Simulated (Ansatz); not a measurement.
Total energies of n-GeGeGeGeSiGeH14 (SiGe₅H₁₄) from Ansatz at PBE0-D4/def2-TZVP, gas phase (1 Eh = 27.2114 eV = 2625.5 kJ/mol). The reference geometry is relaxed at r2SCAN-D4/def2-SVP.

| atom | x (Å) | y (Å) | z (Å) |
| --- | --- | --- | --- |
| Ge1 | 0.615 | -2.691 | 0.391 |
| Ge2 | 0.021 | -1.605 | -1.690 |
| Ge3 | -1.984 | -0.278 | -1.385 |
| Ge4 | -1.457 | 1.904 | -0.472 |
| Si5 | -0.199 | 1.766 | 1.549 |
| Ge6 | 2.102 | 1.328 | 1.117 |
| H7 | 0.351 | -1.754 | 1.582 |
| H8 | -0.255 | -3.947 | 0.570 |
| H9 | 2.094 | -3.106 | 0.414 |
| H10 | -0.213 | -2.679 | -2.770 |
| H11 | 1.162 | -0.695 | -2.180 |
| H12 | -2.927 | -1.012 | -0.413 |
| H13 | -2.732 | -0.107 | -2.721 |
| H14 | -0.642 | 2.687 | -1.520 |
| H15 | -2.763 | 2.686 | -0.224 |
| H16 | -0.284 | 3.073 | 2.277 |
| H17 | -0.776 | 0.707 | 2.435 |
| H18 | 2.295 | 0.056 | 0.277 |
| H19 | 2.887 | 1.161 | 2.429 |
| H20 | 2.707 | 2.505 | 0.334 |

```json
{"state": "charge 0 singlet", "geometry": "reference", "energy (Eh)": "-10681.54329"}
{"state": "charge 1 doublet", "geometry": "reference", "energy (Eh)": "-10681.20848"}
{"state": "charge -1 doublet", "geometry": "reference", "energy (Eh)": "-10681.51550"}
{"state": "free Ge atom (triplet)", "geometry": "–", "energy (Eh)": "-2076.65516"}
{"state": "free Si atom (triplet)", "geometry": "–", "energy (Eh)": "-289.24943"}
{"state": "free H atom (doublet)", "geometry": "–", "energy (Eh)": "-0.50104"}
```

Work out the vertical ionisation energy to the doublet.

E(charge 1 doublet) − E(charge 0 singlet) = -10681.20848 − (-10681.54329) = 0.33481 Eh = 9.11 eV. For comparison, −ε of the highest occupied level is 7.63 eV at this level, 1.48 eV less.

Work out the vertical electron affinity, to the doublet.

E(charge 0 singlet) − E(charge -1 doublet) = -10681.54329 − (-10681.51550) = -0.02779 Eh = -0.76 eV; negative, so the extra electron isn't bound. The basis lacks diffuse functions, which makes affinities too small.

Give the fundamental gap IE − EA, the Mulliken electronegativity (IE + EA)/2 and the hardness (IE − EA)/2.

From the values in Eh: IE − EA = 0.33481 − (-0.02779) = 0.36260 Eh = 9.87 eV; (IE + EA)/2 = 4.18 eV; (IE − EA)/2 = 4.93 eV. The HOMO–LUMO gap of the same run is 7.22 eV, 2.65 eV smaller than the fundamental gap.

What is the binding energy per atom against free atoms?

Atoms: 5 × (-2076.65516) + 1 × (-289.24943) + 14 × (-0.50104) = -10679.53979 Eh. Binding: -10679.53979 − (-10681.54329) = 2.00350 Eh = 54.52 eV, or 2.73 eV for each of 20 atoms (no zero-point energy, no counterpoise term).

At PBE0-D4/def2-TZVP the highest occupied level of the charge -1 doublet lies above zero (up to 2.06 eV). By energy differences it is unbound by 0.76 eV (vertical, to the charge 0 singlet, at PBE0-D4/def2-TZVP) and held by the finite basis.
